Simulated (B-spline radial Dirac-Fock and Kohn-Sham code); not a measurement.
Compton profile of Tl⁴⁰⁺

System: Tl⁴⁰⁺ in the configuration [Kr] 4d5.

The computed values come from a radial atomic solver: the impulse approximation on relativistic Hartree-Fock (Dirac-Fock) wave functions, averaged over the configuration. pz is in atomic units of momentum; subshell profiles are per electron, for a selection of subshells; open shells are spread over both j values by their weights.

```csv
pz,J total,J 1s1/2,J 2p1/2,J 4p1/2,J 4d5/2
0,1.905,0.00898,0.0155,0.0786,0.0616
0.46,1.900,0.00898,0.0155,0.0786,0.0616
0.67,1.894,0.00897,0.0155,0.0786,0.0616
0.97,1.881,0.00897,0.0155,0.0785,0.0616
1.4,1.855,0.00897,0.0155,0.0780,0.0616
2.1,1.793,0.00896,0.0155,0.0761,0.0615
3,1.677,0.00895,0.0155,0.0701,0.0607
4.4,1.439,0.00891,0.0155,0.0525,0.0556
6.5,1.065,0.00883,0.0155,0.0230,0.0373
9.5,0.7143,0.00868,0.0152,0.00735,0.0116
14,0.4406,0.00834,0.0142,0.00595,0.00341
20,0.2346,0.00775,0.0119,0.00155,0.00276
30,0.09464,0.00652,0.00724,0.000412,0.000702
43,0.03684,0.00487,0.00311,0.000290,9.07e-05
63,0.01253,0.00283,0.000799,8.07e-05,5.87e-06
92,0.004017,0.00123,0.000146,1.39e-05,< 1e-6
140,0.0009804,0.000352,1.85e-05,1.65e-06,< 1e-6
```

J(0) = 1.905. The 4p3/2 subshell gives the largest part, 17 %.

Mean momentum ⟨p⟩ by subshell (a.u.): 1s1/2 88.8, 2s1/2 31.7, 2p1/2 41.5, 2p3/2 35.6, 3s1/2 16.2, 3p1/2 19.2, 3p3/2 17.5, 3d3/2 21.0, 3d5/2 20.4, 4s1/2 9.56, 4p1/2 10.7, 4p3/2 10.1, 4d3/2 11.4, 4d5/2 11.2.
